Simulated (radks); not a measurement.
The platinum anion Pt2-, [Hg], held by a Watson sphere: a shell of charge +2 at radius R that stands for the Madelung well of a crystal (potential energy -2/R inside, -2/r outside, in hartree with lengths in bohr). All-electron calculation, scalar-relativistic Kohn-Sham, PBEsol, spin-polarised, spherical densities, point nucleus. Program: a radial shooting solver on a logarithmic mesh with Libxc functionals.

R (bohr)  e(5p) (eV)  e(6s) (eV)  e(5d) (eV)  <r> 5d (bohr)  sum of <r^2> (bohr^2)  X-ray form factor at sin(theta)/lambda = 0.2 1/angstrom
3.07         -54.373      -6.586      -5.349          1.836                  82.38                                                   66.148
3.79         -53.374      -5.526      -4.135          1.883                  89.05                                                   66.098
3.86         -53.286      -5.426      -4.032          1.886                  89.68                                                   66.097
4.39         -52.671      -4.713      -3.324          1.910                  94.40                                                   66.103
4.56         -52.492      -4.502      -3.122          1.917                  95.90                                                   66.107
5.04         -52.033      -3.959      -2.614          1.933                  100.2                                                   66.122
5.42         -51.715      -3.581      -2.268          1.945                  103.6                                                   66.134
6.6          -50.954      -2.661      -1.457          1.981                  115.0                                                   66.159
6.63         -50.939      -2.642      -1.440          1.982                  115.4                                                   66.160
